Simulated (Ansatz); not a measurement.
`[SiH3][O][Mg][Cl]` + CH₃SH → `C[S][Mg][Cl]` + `O[SiH3]` at 600 K and 1 bar (ligand exchange at a Mg–O bond).

Gas-phase electronic energies from Ansatz, PBE0-D4/def2-TZVP geometries. CBS: MP2 limit from def2 TZ/QZ plus the TZ coupled-cluster correction, frozen cores. This one scheme is used for every species. For Mg outer-core shells are correlated without core-valence functions, which leaves a few kJ/mol of doubt a bond. One conformer a species, not always the lowest.

```csv
species,CCSD(T)/CBS energy (Eh),H − E (kJ/mol),S (J/(mol·K))
`[SiH3][O][Mg][Cl]`,-1025.89888,132.1,412.9
CH₃SH,-438.22835,152.3,296.8
`C[S][Mg][Cl]`,-1097.42002,154.8,418.0
`O[SiH3]`,-366.69042,135.7,307.9
```

H − E and S are ideal-gas, rigid-rotor, harmonic terms from PBE0-D4/def2-TZVP, for one conformer and one mirror image of each species. 1 Eh = 2625.50 kJ/mol, R = 8.31446 J/(mol·K).

**Question.** By hand: ΔE, ΔH, ΔS and ΔG.

**Answer.** ΔE = (-1097.42002) + (-366.69042) − (-1025.89888) − (-438.22835) = 0.01679 Eh = 44.1 kJ/mol. Δ(H − E) = 154.8 + 135.7 − 132.1 − 152.3 = 6.1, so ΔH = 50.2 kJ/mol. ΔS = 418.0 + 307.9 − 412.9 − 296.8 = 16.2 J/(mol·K). ΔG = 50.2 − 600 × (16.2)/1000 = 40.5 kJ/mol.

**Question.** By hand: the equilibrium constant, and the temperature at which ΔG would vanish if ΔH and ΔS stayed fixed.

**Answer.** log₁₀ K = −ΔG/(RT ln 10) = -3.5. ΔG = 0 at ΔH/ΔS = 3099 K, far beyond where these terms or the molecules hold.

ΔH outweighs TΔS. A doubt of 5 kJ/mol in ΔE shifts log₁₀ K by 0.4 here. Other conformers and mirror images would add mixing entropy, several J/(mol·K) or more a flexible species. Modes under 60 cm⁻¹, often nearly free rotors, make the harmonic entropy too high. These are equilibria of isolated gas molecules and say nothing of rates. Largest T1 diagnostic: 0.011 (customary marks: 0.02 for closed shells, 0.045 for open ones).
